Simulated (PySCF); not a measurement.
Species: C5H6B (charge -1).
Cartesian coordinates in Å at the PBE0-D3(BJ)/def2-SVP level; atoms count from 1:
```xyz
12
C5H6B angstrom
B      1.4539    0.3883    0.0405
C      0.3383    1.4152    0.0327
C     -0.9934    0.9951   -0.0094
C     -1.3518   -0.3614   -0.0459
C     -0.3641   -1.3583   -0.0410
C      0.9996   -1.0578    0.0000
H      2.6455    0.7064    0.0770
H      0.5065    2.5033    0.0589
H     -1.8094    1.7362   -0.0152
H     -2.4111   -0.6442   -0.0787
H     -0.7005   -2.4075   -0.0710
H      1.6890   -1.9167    0.0001
```

The closed-shell ground state was solved at several levels (PySCF, density fitting, gas phase, non-relativistic). No diffuse functions stand in pcJ-1, pcSseg-1 and pcSseg-2, which bears on an anion's orbital energies.

| level | basis functions | total energy (Eh) | HOMO (eV) | LUMO (eV) | gap (eV) |
| --- | --- | --- | --- | --- | --- |
| PBE0/pcSseg-1 | 132 | -218.7210 | -0.49 | 5.31 | 5.80 |
| CAM-B3LYP/pcSseg-2 | 300 | -218.9703 | -1.75 | 5.10 | 6.85 |
| CAM-B3LYP/def2-SVPD | 168 | -218.7388 | -1.71 | 5.04 | 6.75 |

(1) Estimate the row for B3LYP/pcJ-1, a basis of 222 functions; the other rows only guide the guess.

(2) Over all these levels, which gives the widest orbital gap and which the narrowest?

Answers

(1) Total energy -219.0414 Eh, HOMO -0.27 eV, LUMO 5.16 eV, gap 5.43 eV.

(2) CAM-B3LYP/pcSseg-2 (range-separated hybrid) has the widest, 6.85 eV, and B3LYP/pcJ-1 (global hybrid, 20 % exact exchange) the narrowest, 5.43 eV. Functional and basis both differ between the two, so the spread mixes both effects.
